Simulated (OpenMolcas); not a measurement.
N+: effect of the active space

- Program: OpenMolcas 26.06
- Method: CASSCF or its RAS form
- Basis: ANO-R2
- Scalar Hamiltonian: X2C, finite nucleus
- Spin-orbit coupling: RASSI with atomic mean-field integrals over the reference wave functions, term energies averaged over their components

A. 2 electrons in 3 orbitals (2p); 2S+1 = 3 even, 3 roots; 2S+1 = 1 even, 6 roots; cost of the order of 4 core-seconds
B. 4 electrons in 4 orbitals (2s 2p); 2S+1 = 3 even, 6 roots; 2S+1 = 1 even, 6 roots; 2S+1 = 5 odd, 1 root; 2S+1 = 3 odd, 9 roots; 2S+1 = 1 odd, 8 roots; cost about 18 core-seconds
C. 4 electrons in 8 orbitals (2s 2p 3s 3p); 2S+1 = 3 even, 6 roots kept (CI in the orbitals of an earlier block); 2S+1 = 1 even, 9 roots; 2S+1 = 5 odd, 1 root; 2S+1 = 3 odd, 9 roots; 2S+1 = 1 odd, 8 roots; cost about 29 core-seconds
D. 4 electrons in 9 orbitals (RAS2 2s 2p; RAS3 3d, at most 2 electrons); 2S+1 = 3 even, 6 roots; 2S+1 = 1 even, 11 roots; 2S+1 = 5 odd, 1 root; 2S+1 = 3 odd, 9 roots; 2S+1 = 1 odd, 8 roots; cost of the order of 40 core-seconds

Energies in cm⁻¹ above 2s² 2p² ³P₀, the measured ground level; measured values from NIST Handbook of Basic Atomic Spectroscopic Data.

```
      Level      A      B      C      D  Measured
2s² 2p² ³P₀    0.0    0.0    0.0    0.0       0.0
2s² 2p² ³P₁   47.1   44.2   45.2   43.6      48.7
2s² 2p² ³P₂    140    131    134    130       131
2s² 2p² ¹D₂  17793  17496  16893  17497     15316
2s² 2p² ¹S₀  43844  30670  29389  36492     32689
```

Deviations, from unrounded energies. A percentage is the sum of absolute deviations over the sum of measured energies, with the sign that they share, or ± where signs differ.

```csv
Against measurement,Levels,A,B,C,D
mean absolute deviation (cm-1),4,3400,1100,1200,1500
fine structure of the ground term (%),2,±6.2,±2.8,±3.9,-3.4
other terms of the ground configuration (%),2,+28.4,±8.7,±10.2,+12.5
```

B lies closest to measurement on these levels and A furthest from it. The largest miss of B in the table is 2s² 2p² ¹D₂, by +2200 cm-1. The ranking rests on the paired levels alone, and a cruder setting can come out closer through cancelling errors.

Among A to D the level of the table that moves most is 2s² 2p² ¹S₀, by 14000 cm-1 (lowest in C, highest in A).

Without dynamic correlation excited terms often stand tens of per cent too high (terms of higher spin than the ground term too low), and those without a measured partner can miss by more than the paired ones. With the s shell closed, the reference lacks s² → p² mixing (holds for A). Terms from blocks run as CI alone lack orbitals of their own (holds for C). The run also gave levels led by 2s 2p² 3s, 2s² 2p 3p, 2s² 2p 3s, which use shells meant for correlation; these and all levels above them are left out (holds for C). Active for correlation alone: 3d; no level in the range computed is led by a configuration that fills it, so any true level of that kind is missing (holds for D). Measured partners are found by configuration, term and J. A level has none where our copy of the source lacks it or the pairing is in doubt (some pairs that miss far off the trend of their configuration count as doubtful), and it then counts in no deviation. Only configurations of the active space appear. The table leaves out levels that lie high or whose names do not pair safely across all columns.
